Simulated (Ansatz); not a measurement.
The cluster B7N7⁺. Total charge 1; doublet. Geometry PBE-D4/def2-SVP, that of the neutral singlet.

```xyz
14

B     0.3872   -2.6433    0.8011
B    -2.2674   -0.1691   -1.6151
B    -1.3194    2.0444   -1.3611
B    -1.5080   -2.2554   -0.6529
B     1.9905   -1.0407    1.6516
B     2.0952    1.3454    1.2587
B     0.6219    2.7187   -0.0823
N     1.4486   -2.2438    1.4940
N    -0.4253    2.9017   -0.8798
N    -2.1845    1.1424   -1.8127
N    -2.3008   -1.4771   -1.3822
N     1.6556    2.4766    0.7170
N    -0.6826   -2.9848    0.0906
N     2.4890    0.1851    1.7732
```

At PBE-D4/def2-TZVP an occupied level lies above an empty one. At PBE-D4/def2-TZVP the gap within one spin of the charge 1 doublet nearly closes, so an electron or hole may be smeared out by delocalisation error. The structure comes from a short search, and lower isomers may exist.

Estimate the α-spin orbital energies around the gap (eV) in Ansatz with PBE-D4/def2-TZVP, PBE0-D4/def2-TZVP.


| orbital | PBE-D4/def2-TZVP | PBE0-D4/def2-TZVP |
| --- | --- | --- |
| HOMO−5 | -12.99 | -14.47 |
| HOMO−4 | -12.99 | -14.44 |
| HOMO−3 | -12.03 | -13.46 |
| HOMO−2 | -11.90 | -13.31 |
| HOMO−1 | -11.47 | -12.67 |
| HOMO | -11.18 | -12.29 |
| LUMO | -6.43 | -5.52 |
| LUMO+1 | -6.11 | -5.10 |
| LUMO+2 | -5.64 | -4.96 |
| LUMO+3 | -5.48 | -4.51 |
| LUMO+4 | -5.15 | -4.07 |
| LUMO+5 | -4.66 | -3.72 |
| β HOMO | -11.01 | -11.91 |
| β LUMO | -11.39 | -11.18 |
